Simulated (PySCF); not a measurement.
oxepine (C6H6O), SMILES C1=CC=COC=C1.

Coordinates come from a PBE-D3(BJ)/def2-SVP optimisation.

Computed with PySCF with PBE-D3(BJ)/def2-SVP.

No scaling factor is applied to the harmonic values.

| mode | ν (cm⁻¹) | IR (km/mol) | moving atoms (share of kinetic energy) |
|---|---|---|---|
| 1 | 163 | 4.4 | O 45 %, C 37 %, H 18 % |
| 2 | 230 | 1.9 | C 67 %, H 33 % |
| 3 | 347 | 9.2 | C 51 %, O 27 %, H 22 % |
| 4 | 382 | 7.2 | C 63 %, H 32 % |
| 5 | 439 | 1.0 | C 82 %, H 12 % |
| 6 | 614 | 0.5 | C 76 %, H 22 % |
| 7 | 722 | 77.7 | H 69 %, C 29 % |
| 8 | 729 | 17.6 | H 68 %, C 32 % |
| 9 | 747 | 0.7 | H 42 %, C 41 %, O 17 % |
| 10 | 813 | 4.3 | C 49 %, H 40 %, O 11 % |
| 11 | 871 | 3.5 | C 55 %, H 41 % |
| 12 | 895 | 1.2 | H 69 %, C 31 % |
| 13 | 909 | 0.0 | C 53 %, H 45 % |
| 14 | 917 | 5.6 | C 73 %, O 17 %, H 10 % |
| 15 | 953 | 0.7 | H 72 %, C 27 % |
| 16 | 972 | 8.2 | C 52 %, H 35 %, O 12 % |
| 17 | 974 | 15.6 | C 49 %, H 41 %, O 10 % |
| 18 | 1069 | 53.9 | H 50 %, C 28 %, O 22 % |
| 19 | 1178 | 0.1 | H 93 % |
| 20 | 1183 | 6.4 | H 86 %, C 11 % |
| 21 | 1218 | 45.3 | H 61 %, C 24 %, O 16 % |
| 22 | 1301 | 0.6 | H 85 %, C 13 % |
| 23 | 1369 | 3.5 | H 63 %, C 36 % |
| 24 | 1409 | 3.1 | H 51 %, C 49 % |
| 25 | 1598 | 5.5 | C 96 % |
| 26 | 1621 | 14.0 | C 93 % |
| 27 | 1651 | 18.2 | C 89 %, H 10 % |
| 28 | 3079 | 11.3 | H 92 % |
| 29 | 3085 | 6.8 | H 92 %, C 8 % |
| 30 | 3093 | 0.8 | H 92 % |
| 31 | 3106 | 24.1 | H 91 %, C 9 % |
| 32 | 3110 | 24.7 | H 91 %, C 9 % |
| 33 | 3116 | 3.0 | H 91 %, C 9 % |
